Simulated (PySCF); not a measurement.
**`CN([SiH3])C[SiH2]C(F)F`: 4 charge schemes on one density**

Compound: C3H11F2NSi2.
Cartesian coordinates in Å at the GFN2-xTB level; atoms count from 1:
```xyz
19
C3H11F2NSi2 angstrom
C     -1.7409   -1.1709    0.6188
N     -1.3249    0.1634    0.2812
Si    -2.1510    1.0705   -0.9251
C      0.0604    0.4237    0.5970
Si     1.3520   -0.5885   -0.3838
C      3.0663    0.1558    0.1238
F      3.2482    0.0670    1.4729
F      3.1204    1.4855   -0.1733
H     -1.2658   -1.9263   -0.0206
H     -1.4771   -1.3909    1.6567
H     -2.8193   -1.2539    0.5080
H     -3.5703    0.8455   -0.6567
H     -1.7407    2.4563   -0.7143
H     -1.8518    0.6757   -2.3134
H      0.2471    1.4886    0.4349
H      0.2113    0.2394    1.6712
H      1.2481   -0.4198   -1.8334
H      1.4348   -2.0025   -0.0071
H      3.9434   -0.3093   -0.3444
```

Density: PBE0/pcSseg-1 (PySCF); schemes: Mulliken, IAO, Hirshfeld and ESP-fitted. The structure is a single GFN2-xTB conformer in the gas phase; no vibrational or solvent corrections.

**Question.** Give the atomic charges in each scheme.

**Answer.** In e:

```tsv
atom	environment	Mulliken	IAO	Hirshfeld	ESP-fitted
C1	N-methyl carbon	-0.069	-0.297	-0.069	-0.419
N2	silicon-bound nitrogen	-0.776	-0.500	-0.176	-0.239
Si3	SiH3 silicon	+0.628	+0.739	+0.342	+0.433
C4	sp3 carbon bound to nitrogen	-0.276	-0.409	-0.105	-0.281
Si5	SiH2 silicon	+0.592	+0.702	+0.323	+0.367
C6	CHF2 carbon	+0.239	+0.190	+0.058	+0.111
F7	fluorine of a CF2 group	-0.314	-0.309	-0.116	-0.193
F8	fluorine of a CF2 group	-0.313	-0.308	-0.115	-0.190
H9	methyl hydrogen	+0.103	+0.112	+0.029	+0.154
H10	methyl hydrogen	+0.112	+0.138	+0.043	+0.155
H11	methyl hydrogen	+0.123	+0.149	+0.048	+0.164
H12	Si–H hydrogen	-0.111	-0.130	-0.078	-0.096
H13	Si–H hydrogen	-0.106	-0.129	-0.076	-0.097
H14	Si–H hydrogen	-0.111	-0.162	-0.093	-0.102
H15	methylene hydrogen	+0.152	+0.158	+0.045	+0.144
H16	methylene hydrogen	+0.149	+0.147	+0.041	+0.145
H17	Si–H hydrogen	-0.062	-0.113	-0.070	-0.078
H18	Si–H hydrogen	-0.071	-0.116	-0.073	-0.091
H19	methine hydrogen	+0.111	+0.141	+0.043	+0.115
```

Mean size of the charges over all atoms: IAO 0.260 e, Mulliken 0.232 e, ESP-fitted 0.188 e, Hirshfeld 0.102 e. Each set sums to the total charge, 0, to within 0.001 e. The Hirshfeld scheme weights the molecular density at each point by an atom's share of the summed free-atom densities. The IAO scheme counts the electrons in orthogonalised intrinsic atomic orbitals, a minimal basis polarised so that it spans the occupied orbitals exactly.

Lowest charge. The schemes don't all agree: Mulliken N2 (-0.776); IAO N2 (-0.500); Hirshfeld N2 (-0.176); ESP-fitted C1 (-0.419).

Highest charge. All schemes agree: Mulliken Si3 (+0.628); IAO Si3 (+0.739); Hirshfeld Si3 (+0.342); ESP-fitted Si3 (+0.433).

**Question.** How closely do the schemes follow one another over all atoms?

**Answer.** Correlation coefficient and root-mean-square difference: IAO with Hirshfeld 0.98, 0.194 e; Mulliken with IAO 0.95, 0.098 e; IAO with ESP-fitted 0.95, 0.136 e; Mulliken with Hirshfeld 0.93, 0.192 e; Hirshfeld with ESP-fitted 0.89, 0.115 e; Mulliken with ESP-fitted 0.85, 0.171 e.

**Question.** Sum the charges by element, for elements with more than one atom.

**Answer.** 
```csv
element,atoms,Mulliken,IAO,Hirshfeld,ESP-fitted
C,3,-0.106,-0.517,-0.116,-0.590
Si,2,+1.220,+1.441,+0.665,+0.799
F,2,-0.627,-0.617,-0.231,-0.383
H,11,+0.289,+0.194,-0.141,+0.413
```
